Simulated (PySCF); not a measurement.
A side-by-side comparison of computed properties.

First species: C12H9F.
Numbering: `[F:1][c:2]1[cH:3][cH:4][cH:5][c:6](-[c:7]2[cH:8][cH:9][cH:10][cH:11][cH:12]2)[cH:13]1` (hydrogens: H14 on C3; H15 on C4; H16 on C5; H17 on C8; H18 on C9; H19 on C10; H20 on C11; H21 on C12; H22 on C13)

Structure used (PBE0-D3(BJ)/def2-SVP), in Å, numbered top down from 1:
```
atom  x, y, z in Å
F1     3.567   -2.141   -0.537
C2     2.869   -1.029   -0.310
C3     3.545    0.173   -0.146
C4     2.794    1.324    0.080
C5     1.404    1.268    0.138
C6     0.729    0.049   -0.030
C7    -0.748   -0.022    0.032
C8    -1.540    1.007   -0.497
C9    -2.929    0.941   -0.438
C10   -3.556   -0.155    0.153
C11   -2.781   -1.186    0.684
C12   -1.392   -1.119    0.623
C13    1.485   -1.109   -0.257
H14    4.635    0.190   -0.198
H15    3.304    2.280    0.221
H16    0.832    2.175    0.343
H17   -1.059    1.858   -0.986
H18   -3.528    1.749   -0.865
H19   -4.646   -0.207    0.200
H20   -3.262   -2.045    1.157
H21   -0.793   -1.920    1.064
H22    1.007   -2.077   -0.420
```

Second species: C12H9F.
Bonds: F1–C2, C2–C3 (aromatic), C3–C4 (aromatic), C4–C5 (aromatic), C5–C6, C6–C7 (aromatic), C7–C8 (aromatic), C8–C9 (aromatic), C9–C10 (aromatic), C10–C11 (aromatic), C5–C12 (aromatic), C12–C13 (aromatic), C2–C13 (aromatic), C6–C11 (aromatic). Hydrogens: H14 on C3; H15 on C4; H16 on C7; H17 on C8; H18 on C9; H19 on C10; H20 on C11; H21 on C12; H22 on C13.

Levels: CAM-B3LYP/def2-SVPD for dipole moment, HOMO energy, LUMO energy, HOMO–LUMO gap, static isotropic polarisability and electronic spatial extent ⟨r²⟩ about the centre of nuclear charge; TDDFT CAM-B3LYP/def2-SVPD for lowest singlet excitation; TDA CAM-B3LYP/def2-SVPD for lowest triplet excitation (Tamm–Dancoff); PBE0-D3(BJ)/def2-SVP for rotational constant A and rotational constant C. Geometries: PBE0-D3(BJ)/def2-SVP. Each structure is a single optimised conformer of the isolated species, non-relativistic unless stated; the electronic structure was computed with PySCF and density fitting.

The conformers computed, where there is a choice (atom-mapped SMILES and torsion angles):
- `[F:1][c:2]1[cH:3][cH:4][cH:5][c:6](-[c:7]2[cH:8][cH:9][cH:10][cH:11][cH:12]2)[cH:13]1`: C5–C6–C7–C8 37°
- `[F:1][c:2]1[cH:3][cH:4][c:5](-[c:6]2[cH:7][cH:8][cH:9][cH:10][cH:11]2)[cH:12][cH:13]1`: C4–C5–C6–C7 -38°

```
                                                         property    column X    column Y
                                                    dipole moment      1.62 D      1.69 D
                                                      HOMO energy    -7.76 eV    -7.91 eV
                                                      LUMO energy     0.00 eV    -0.16 eV
                                                    HOMO–LUMO gap     7.76 eV     7.75 eV
                                        lowest singlet excitation     5.09 eV     5.08 eV
                         lowest triplet excitation (Tamm–Dancoff)     3.61 eV     3.61 eV
                                  static isotropic polarisability    139.9 au    140.0 au
electronic spatial extent ⟨r²⟩ about the centre of nuclear charge  2947 bohr²  2786 bohr²
                                            rotational constant A   2.859 GHz   2.055 GHz
                                            rotational constant C   0.350 GHz   0.377 GHz
```

Question: Which column belongs to which species?

Answer: Column X is the second species and column Y the first. The first has 22 atoms and 90 electrons, the second 22 and 90.

Question: How does each property change from the first species to the second?

Answer: dipole moment -0.07 D; HOMO energy +0.15 eV; LUMO energy +0.16 eV; HOMO–LUMO gap +0.01 eV; lowest singlet excitation +0.01 eV; lowest triplet excitation (Tamm–Dancoff) 0.00 eV; static isotropic polarisability -0.1 au; electronic spatial extent ⟨r²⟩ about the centre of nuclear charge +161 bohr²; rotational constant A +0.804 GHz; rotational constant C -0.027 GHz.

On the first: The polarisability is 20.74 Å³ as a volume (1 au = 0.148185 Å³), or 1.56 au for each of the 90 electrons. S1 lies 2.67 eV below the HOMO–LUMO gap; its leading configuration is HOMO→LUMO, weight 0.53.

On the second: The principal polarisabilities are 82.1, 135.0 and 202.7 au; their mean is the isotropic value. The polarisability is 20.73 Å³ as a volume (1 au = 0.148185 Å³), or 1.55 au for each of the 90 electrons.
